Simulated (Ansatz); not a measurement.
A thermochemical cycle in electronic energies (no zero-point or thermal terms), species as SMILES, kcal/mol. Each molecule is optimised on its own at B3LYP-D3(BJ)/def2-TZVP (Ansatz, an electronic-structure program), one conformer each, not searched for the lowest. Correlated levels leave the core frozen unless marked. UHF or UKS for open shells. No spin-orbit coupling. Non-relativistic. CBS marks a two-point X^-3 extrapolation of the correlation energy; Hartree-Fock from the larger set. [CCSD(T)-MP2]/basis is that difference in the basis named. Anions need diffuse functions, of which def2-TZVPD holds fewer than the aug- sets.

```json
[
 {"step": "electron affinity EA, positive where the anion is bound: [NH][SiH2]N[SiH3] + e- → [NH-][SiH2]N[SiH3]", "RI-MP2/CBS(aug-cc-pV(T+d)Z,aug-cc-pV(Q+d)Z)+[CCSD(T)-MP2]/aug-cc-pV(T+d)Z (Ansatz)": "53.6", "PBE0-D4/def2-TZVPD (Ansatz + dftd4)": "48.7"},
 {"step": "deprotonation energy A: N[SiH2]N[SiH3] -> [NH-][SiH2]N[SiH3] + H+", "RI-MP2/CBS(aug-cc-pV(T+d)Z,aug-cc-pV(Q+d)Z)+[CCSD(T)-MP2]/aug-cc-pV(T+d)Z (Ansatz)": "379.9", "PBE0-D4/def2-TZVPD (Ansatz + dftd4)": "380.3"},
 {"step": "ionisation of the H atom at the same level, IE", "RI-MP2/CBS(aug-cc-pV(T+d)Z,aug-cc-pV(Q+d)Z)+[CCSD(T)-MP2]/aug-cc-pV(T+d)Z (Ansatz)": "313.7", "PBE0-D4/def2-TZVPD (Ansatz + dftd4)": "314.4"}
]
```

Task: Find the bond energy D: N[SiH2]N[SiH3] → [NH][SiH2]N[SiH3] + H atom.

Result: Breaking the bond, ionising the H atom and attaching the electron to the radical add up to the deprotonation, A = D + IE - EA. At RI-MP2/CBS(aug-cc-pV(T+d)Z,aug-cc-pV(Q+d)Z)+[CCSD(T)-MP2]/aug-cc-pV(T+d)Z: D = A - IE + EA = 379.9 - 313.7 + 53.6 = 119.8. At PBE0-D4/def2-TZVPD: D = A - IE + EA = 380.3 - 314.4 + 48.7 = 114.6. The functional differs from the first level by -5.2 in D, -4.9 in EA and +0.4 in A; for EA and A the gap mixes functional and basis. The site is the one shown; other sites or isomers of the anion may lie lower.
